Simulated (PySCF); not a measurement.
The vertical singlet excitations below were computed for one of the candidates. The calculation used TDDFT CAM-B3LYP/def2-SVPD, vertical, gas phase, core orbitals frozen in the response (PySCF). Geometries: GFN2-xTB, one conformer each.

| state | E (eV) | f |
| --- | --- | --- |
| S1 | 7.07 | 0.0074 |
| S2 | 7.27 | 0.242 |
| S3 | 7.49 | 0.171 |
| S4 | 8.28 | 0.0069 |
| S5 | 8.54 | 0.0045 |
| S6 | 8.91 | 0.012 |
| S7 | 8.98 | 0.0002 |
| S8 | 9.13 | 0.0090 |

Task: Which candidate is it? All have the formula C4H4F4.
A. `FC(F)C/C(F)=C\F`
B. `F[C@@H]1C[C@H](F)C1(F)F`
C. `FC/C=C(/F)C(F)F`

Result: A. Its S1 lies at 7.07 eV; the nearest of the others has S1 at 6.70 eV. S1 is HOMO→LUMO+2 (63%), HOMO→LUMO+1 (9%). Löwdin shares by element: HOMO carbon 60% or more, fluorine 28% or more; LUMO carbon 64% or more, hydrogen 7% or more (atoms not listed hold the other 29%). At the same level the other candidates give, for their lowest levels:
- `FC/C=C(/F)C(F)F`: 6.70 eV (f 0.277); 7.65 eV (f 0.001); 7.81 eV (f 0.010); 8.01 eV (f 0.000); 8.23 eV (f 0.008); T1 3.95 eV; HOMO -9.48, LUMO 0.06 eV
- `F[C@@H]1C[C@H](F)C1(F)F`: 7.91 eV (f 0.002); 8.49 eV (f 0.000); 8.90 eV (f 0.005); 9.23 eV (f 0.014); 9.48 eV (f 0.020); T1 7.45 eV; HOMO -10.82, LUMO 0.82 eV

Shape of the structure used: `[F:1]/[CH:2]=[C:3](/[F:4])[CH2:5][CH:6]([F:7])[F:8]`: C2–C3–C5–C6 -119°, C3–C5–C6–F7 68°.
Triplets come from the Tamm–Dancoff approximation.

Without π bonds the low states are Rydberg-like; a valence basis with one diffuse set may place them up to an eV too high.
